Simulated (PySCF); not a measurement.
# Radial density of Al²⁺ (aluminium, charge +2)

UHF, [Ne] 3s1, 2S determinant. Calculation: PySCF 2.14, in dyall-av3z (19s12p3d2f, 84 functions); no relativity, point nucleus.

```csv
r (bohr),4πr²ρ (e/bohr),4πr²(ρα − ρβ)
0.00224,0.08357,0.0002
0.00377,0.2273,0.0006
0.00635,0.6013,0.0017
0.0107,1.521,0.0043
0.0180,3.563,0.0099
0.0302,7.349,0.0199
0.0508,12.26,0.0303
0.0854,14.54,0.0254
0.144,10.89,0.0003
0.242,8.685,0.0290
0.407,12.50,0.1098
0.684,9.042,0.0092
1.15,1.982,0.1666
1.93,0.6081,0.5535
3.25,0.1779,0.1778
5.47,0.003397,0.0034
```
